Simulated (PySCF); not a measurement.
# A small calculation by hand: refractive index and permittivity of the vapour

CHBr2F, SMILES C(Br)(F)Br.

Geometry optimised at PBE0-D3(BJ)/def2-SVP.

r2SCAN/def2-TZVPD run with PySCF gives a mean static polarisability of 59.5 bohr³ and a dipole moment of 1.11 D. Take an ideal gas at 298.15 K and 0.1 bar, whether or not the substance is that volatile.

Work out n − 1 in the optical limit and the static ε − 1.


Polarisability volume α' = 59.5 × 0.148185 = 8.82 Å³. Number density N = p/kT = 2.43e-6 Å⁻³.
Dilute limit of Lorentz–Lorenz: n − 1 = 2π N α' = 0.00013.
Orientation term of Debye: μ²/(3kT) = 8.098 Å³ × μ²(D²) = 9.98 Å³.
ε − 1 = 4π N (α' + μ²/3kT) = 0.00057. Orientation of the dipole supplies 53 % of the static response; it can't follow optical fields. Vibrational polarisation and dispersion are left out.
